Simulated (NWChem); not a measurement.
CH6BeSi; SMILES [CH3][Be][SiH3]

Program: NWChem. All runs use the structure optimised with B3LYP/6-31G* (spherical d). B3LYP is NWChem's, with the RPA form of VWN correlation. Ions are spin-unrestricted doublets at the neutral geometry; other ion states weren't tried.

For level PBE/def2-SVP:

| Item | Result |
|---|---|
| vertical ionisation energy, ΔSCF (eV) | 9.64 |
| −ε(HOMO) (eV) | 6.52 |

Q: Estimate the same quantities for level B3LYP/def2-SVP.

A: The vertical ionisation energy, ΔSCF (eV) is 9.89 and the −ε(HOMO) (eV) is 7.50.
